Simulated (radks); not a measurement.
Task: These are the eigenvalues of the occupied orbitals of an atom or ion with whole-number occupations (hartree). All-electron calculation, scalar-relativistic Kohn-Sham, r2SCAN, spin-unpolarised, spherical densities, finite nucleus; meta-GGA in the generalised Kohn-Sham scheme; Fermi nuclear charge, rms radius of each element as measured or else 0.836 A^(1/3) + 0.57 fm. Program: a radial shooting solver on a logarithmic mesh with Libxc functionals.

1s: -692.7537
2s: -97.33800
2p: -86.82335
3s: -16.43895
3p: -12.96673
3d: -7.30941
4s: -2.21204
4p: -1.30938
5s: -0.14432
4d: -0.10874

Which element is it, and in what charge state? The configuration may be excited.

Result: Z = 41, niobium, charge 0: Nb in [Kr] 4d4 5s1. The list shows which subshells hold electrons but not how many an open one holds; the 1s level, -692.75 hartree, gives Z - s = 37.2 by -(Z - s)^2/2, which with screening and relativity narrows Z to a few neighbours, and the depths of the outer levels then fix element, charge and occupations together.
